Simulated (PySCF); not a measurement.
Input of an EPR job (settings, then geometry in Å):

```
{"job": {"kind": "epr", "basis": "pcH-1"}, "charge": 0, "multiplicity": 2}
C     -2.040575    -0.082548     0.571402
Si    -0.776544     1.105248    -0.186528
C      1.028050     0.732124    -0.413363
O      1.716689     1.628335    -0.946864
Si     1.918538    -0.894409     0.082569
H     -1.558302    -0.963097     0.984924
H     -2.760964    -0.417272    -0.170718
H     -2.598817     0.397594     1.370793
H     -1.316032     2.382656    -0.635008
H      0.954867    -1.729774     0.809997
H      2.367571    -1.583437    -1.127296
H      3.066718    -0.576107     0.928225
```

The calculation used UKS B3LYP, pcH-1 on C H O Si, non-relativistic, mean-field spin-orbit, GIAO in PySCF. Geometry: GFN2-xTB, one conformer, isolated molecule. Couplings are sensitive to structure, and on GFN2-xTB geometries they can be far from those on DFT ones, by a factor of two or more for some ions and for spin on atoms past the first row.

Output of the driver script. Atoms in this output count from 0.

```
UKS, coarse grid
  cycle   1  E = -734.40384630  |g| = 6.61e-01
  cycle   2  E = -732.05561289  |g| = 2.03e+00
  cycle   3  E = -734.56135787  |g| = 2.48e-01
  cycle   4  E = -734.58571577  |g| = 1.70e-01
  cycle   5  E = -734.59959520  |g| = 4.08e-02
  cycle   6  E = -734.60027728  |g| = 2.18e-02
  cycle   7  E = -734.60057614  |g| = 9.85e-03
  cycle   8  E = -734.60066179  |g| = 3.00e-03
  cycle   9  E = -734.60067102  |g| = 1.32e-03
  cycle  10  E = -734.60067367  |g| = 5.19e-04
UKS, final grid
  cycle   1  E = -734.60068263  |g| = 4.63e-04
  cycle   2  E = -734.60068258  |g| = 7.41e-04
  cycle   3  E = -734.60068290  |g| = 1.54e-04
  cycle   4  E = -734.60068293  |g| = 1.63e-04
  cycle   5  E = -734.60068296  |g| = 7.35e-05
  cycle   6  E = -734.60068296  |g| = 9.59e-06
E = -734.60068296 Eh   <S^2> = 0.7611 (exact 0.7500)
g shifts (ppm)      1          2          3
  rmc          -172       -172       -172
  gc            -17         26         35
  oz_so         -66       2054       5004
  total        -255       1908       4867
hyperfine (MHz)  atom isotope    a_iso     a_fc   dipolar eigenvalues
    0   13C      -9.66      -9.69     -1.58     -0.92      2.49
    1  29Si    -125.39    -126.45   -153.41     76.51     76.89
    2   13C     -25.68     -25.66     -3.20     -1.64      4.84
    3   17O     -20.08     -19.85    -89.72     43.47     46.25
    4  29Si      10.87      10.88     -0.60     -0.58      1.18
    5    1H       1.57       1.56     -2.34     -1.50      3.85
    6    1H      46.93      46.93     -2.87     -1.47      4.34
    7    1H      35.43      35.43     -2.56     -1.73      4.28
    8    1H     -35.92     -35.94     -9.33      2.65      6.68
    9    1H      -0.27      -0.28     -1.45     -1.18      2.63
   10    1H       3.13       3.13     -1.16     -0.82      1.98
   11    1H       2.99       2.99     -1.13     -0.82      1.96
```

|g| in the SCF lines is the orbital gradient. In the g block, columns 1 to 3 are the principal axes in rising order; rmc is the relativistic mass correction, gc the gauge correction and oz_so the orbital-Zeeman/spin–orbit term. a_fc is the Fermi-contact part of a_iso, the rest being spin–orbit.

Q: What does the output say about convergence, stability and spin contamination?

A: The SCF converged after 16 cycles in all, 10 of them on the coarse grid; no stability test was run. The unrestricted determinant has ⟨S²⟩ = 0.7611 (exact 0.7500), so spin contamination is small.

Q: What are the principal g values and g_iso?

A: Adding the total shifts to 2.002319 gives 2.00206, 2.00423, 2.00719; their mean shift is 2173 ppm, so g_iso = 2.00449.

Q: Which couplings shape the isotropic spectrum at natural abundance (0.05 mT or more)? Keep the log's numbering.

A: atom 8 (1H, I = 1/2): -35.9 MHz = 1.28 mT in magnitude, a 1:1 doublet; atoms 5, 6, 7 (1H, I = 1/2): mean 28.0 MHz = 1.00 mT in magnitude, a 1:3:3:1 quartet; atoms 9, 10, 11 (1H, I = 1/2): mean 1.9 MHz = 0.07 mT in magnitude, a 1:3:3:1 quartet. Together 32 lines to first order. Means are taken over nuclei equivalent by connectivity, which assumes that they swap fast. The three 1H nuclei of mean +28.0 MHz run from 1.6 to 46.9 MHz in the frozen geometry.

Q: How large is the spin–orbit part of a_iso for atom 3 (17O)?

A: a_iso − a_fc = -20.08 − (-19.85) = -0.23 MHz.

The species is `C[SiH]C(=O)[SiH3]` [radical]. The run used 215 basis functions and 12 iterations of the response equations. 

The run took 35 s (grids of density and orbitals included) on Arm Neoverse V2, one thread (shared host), and the process peaked at 0.71 GiB of memory.

Conformer computed: `[CH3:1][SiH:2][C:3](=[O:4])[SiH3:5]`: C1–Si2–C3–O4 179°.
Labels such as C1 count atoms from 1, the log's own numbers from 0.
